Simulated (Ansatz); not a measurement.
Reaction (formal exchange of groups at a Ge–O bond): `[NH2][Ge][OH]` + CH₄ → `[CH3][Ge][NH2]` + H₂O

Calculated with Ansatz (gas phase, PBE0-D4/def2-TZVP geometries, no zero-point term in ΔE). CCSD(T)/CBS adds triple-zeta CCSD(T) − MP2 to the extrapolated MP2 energy (def2 sets, frozen cores). This one scheme is used for every species. Functionals use def2-TZVPP. B3LYP here is the variant with VWN-RPA as its local correlation; programs differ in this. HSE06 is defined as in plane-wave codes. For Ge outer-core shells are correlated without core-valence functions, which leaves a few kJ/mol of doubt a bond. Scalar relativity is left out up to krypton. One conformer a species, not always the lowest.

```tsv
level	ΔE (kJ/mol)	difference from CCSD(T)/CBS
PBE-D4	99.3	4.9
revPBE-D4	97.7	3.3
BLYP-D4	108.0	13.6
r2SCAN-D4	105.5	11.1
B97M-V	109.5	15.1
PBE0-D4	96.0	1.6
B3LYP-D4	105.5	11.1
r2SCANh-D4	103.6	9.2
r2SCAN0-D4	101.1	6.7
HSE06-D4	95.9	1.5
BHLYP-D4	105.0	10.6
CAM-B3LYP-D4	108.2	13.8
ωB97X-V	104.4	10.0
ωB97M-V	102.5	8.1
B2PLYP	106.9	12.5
PBE-QIDH	97.4	3.0
BLYP	112.3	17.9
r2SCAN	106.1	11.7
PBE0	97.9	3.5
B3LYP	108.9	14.5
r2SCAN0	101.7	7.3
HSE06	97.6	3.2
BHLYP	108.0	13.6
CAM-B3LYP	110.1	15.7
LC-ωPBE	101.5	7.1
RPA@PBE/def2-TZVPP	95.7	1.3
MP2/def2-SVP	106.8	12.4
CCSD/def2-SVP	103.6	9.2
CCSD(T)/def2-SVP	103.8	9.4
HF/def2-TZVPP	109.5	15.1
MP2/def2-TZVPP	98.7	4.3
SCS-MP2/def2-TZVPP	102.2	7.8
CCSD/def2-TZVPP	96.7	2.3
CCSD(T)/def2-TZVPP	96.5	2.1
HF/def2-QZVPP	109.4	15.0
MP2/def2-QZVPP	97.4	3.0
SCS-MP2/def2-QZVPP	100.9	6.5
HF/CBS(def2)	109.4	15.0
MP2/CBS(def2)	96.5	2.1
CCSD/CBS(def2)	94.6	0.2
CCSD(T)/CBS	94.4	0
```

Largest T1 diagnostic among the species: 0.014.

From r2SCAN to r2SCAN0 (25 % exact exchange), in def2-TZVPP and without D4, ΔE moves by −4.4 kJ/mol. Leaving LDA and LC-ωPBE aside and taking each functional with its dispersion term where it has one, the values spread over 13.6 kJ/mol, from HSE06-D4 to B97M-V. LDA lies −3.1 kJ/mol from PBE without D4.
